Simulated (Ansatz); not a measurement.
The molecule AsH+, multiplicity 2 (lowest of 2S+1 = 2, 4 at CCSD(T)/def2-TZVPP on PBE0 minima; our sources give no spin for the ground state, which may be another). No spin–orbit coupling. As is treated without relativity.

The constants come from a fifth-degree fit in 1/R (seven points, main isotopes). Runs in def2 and cc sets follow the lowest solution found near the PBE0 minimum.

Programs: Ansatz (Gaussian orbitals). Values without a source in brackets are computed.

Energies at B3LYP/def2-TZVPP:

```csv
R (Å),E (hartree)
1.427709,-2236.10275104
1.466088,-2236.10547663
1.501397,-2236.10684666
1.541312,-2236.10728411
1.581226,-2236.10672762
1.627281,-2236.10506470
1.681012,-2236.10201180
```

### Question
With a reduced mass of 0.9944 u, find the minimum, the force constant and the constants.

### Answer
A fifth-degree polynomial in 1/R puts the minimum at r_e = 1.5377 Å with force constant 276 N/m. Then ω_e = (1/2πc)√(k/μ) = 2169 cm⁻¹ and B_e = h/(8π²cμr_e²) = 7.169 cm⁻¹; the cubic and quartic terms give α_e = 0.19 and ω_e x_e = 33 cm⁻¹.

Ansatz is a program for electronic structure.
